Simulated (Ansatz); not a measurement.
Molecule: C$_{4}$H$_{8}$Se$_{2}$, net charge 0, singlet state. 
Structure (B3LYP-D3(BJ)/def2-TZVP (Ansatz, a first-principles code) minimum search):
```xyz
14

C     -1.9751    -0.0904     0.3988
C     -1.1506     0.6989     1.4075
Se     0.5088     1.4878     0.6916
C      1.3173    -0.2015     0.1142
Se     0.2558    -1.2252    -1.1765
C     -1.3470    -1.4061    -0.0420
H     -2.9359    -0.3271     0.8727
H     -2.1912     0.5300    -0.4729
H     -1.7107     1.5564     1.7779
H     -0.8824     0.0793     2.2646
H      2.2553     0.0479    -0.3750
H      1.5207    -0.8201     0.9849
H     -2.0404    -1.9788    -0.6563
H     -1.0782    -2.0199     0.8192
```
Charge 0, spin multiplicity 1.

Basis-set convergence of Hartree-Fock and CCSD correlation energies (hartree) with Ansatz. Cores are frozen in the correlated levels unless marked. Spin-orbit coupling is left out. Frozen are the shells of the preceding noble gas and the d and f shells that filled before the atom's block. No relativistic terms.

| basis | functions | E(HF) | E(corr, CCSD) |
|---|---|---|---|
| cc-pVDZ | 150 | -4955.74901 | -0.86620 |
| cc-pVTZ | 318 | -4955.94778 | -1.05540 |
| cc-pVQZ | 596 | -4955.96397 | -1.11438 |

Extrapolating the two largest sets (X = 3 and 4) as X^-3: E(corr) = (64·(-1.11438) - 27·(-1.05540))/37 = -1.1574 Eh, an estimate of the basis-set limit. The largest set recovers 96.3 % of it, the smallest 74.8 %.
